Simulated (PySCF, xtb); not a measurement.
N,N-disilylmethanamine (CH9NSi2), SMILES CN([SiH3])[SiH3].

GFN2-xTB in xtb at its own geometry gives an orbital gap of 4.60 eV and a dipole moment of 0.63 D.

The structure is a stationary point at ωB97X-D3(BJ)/def2-SVP.

Question: What does ωB97X/def2-TZVP (PySCF) give? (The exact figures need the calculation; the answer reports its results.)

Answer: gap 11.47 eV (levels -9.41 and 2.06 eV), dipole 0.86 D.
